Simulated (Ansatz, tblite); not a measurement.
Spin states of Cu2F2⁺, each relaxed with B3LYP-D4/def2-SVP in Ansatz. Electronic energies in the gas phase.

The xTB rows come from tblite. B3LYP takes the VWN-RPA correlation. HSE06 is defined as in plane-wave codes, on full-range PBE exchange. Another isomer (doublet) lies 0.42 eV lower at PBE0-D4/def2-TZVP.

Doublet geometry (D2h within 0.1 Å):

```xyz
4

Cu   -0.583   -0.145    1.329
Cu    0.583    0.145   -1.329
F     1.098   -0.402    0.437
F    -1.098    0.402   -0.438
```

Quartet geometry (D2h within 0.1 Å):

```xyz
4

Cu    1.111   -0.808   -0.451
Cu   -1.111    0.808    0.451
F     0.769    0.940    0.212
F    -0.769   -0.940   -0.212
```

⟨S²⟩: doublet 0.75 at PBE0-D4/def2-TZVP (pure 0.75), quartet 3.75 at PBE0-D4/def2-TZVP (pure 3.75).

Run but left out: PBE-D4/def2-TZVP, r2SCAN-D4/def2-TZVP (doublet: an occupied level 0.04 to 0.11 eV above an empty one); MP2/def2-TZVP, CCSD/def2-TZVP, CCSD(T)/def2-TZVP (flagged by the program: other roots).

Only these spin states were relaxed. Higher spins weren't run and may lie lower.

Question: Estimate which spin state lies lowest at each of these levels, and by how much: GFN1-xTB; GFN2-xTB; HF/def2-TZVP; B3LYP-D4/def2-TZVP; PBE0-D4/def2-TZVP; HSE06-D4/def2-TZVP; ωB97X-V/def2-TZVP; ωB97M-V/def2-TZVP.

Answer: 
```csv
level,quartet − doublet (kJ/mol),lowest of these
GFN1-xTB,287.4,doublet
GFN2-xTB,615.0,doublet
HF/def2-TZVP,49.6,doublet
B3LYP-D4/def2-TZVP,237.7,doublet
PBE0-D4/def2-TZVP,227.1,doublet
HSE06-D4/def2-TZVP,226.6,doublet
ωB97X-V/def2-TZVP,271.1,doublet
ωB97M-V/def2-TZVP,263.6,doublet
```

The xTB methods have no spin-polarisation term.
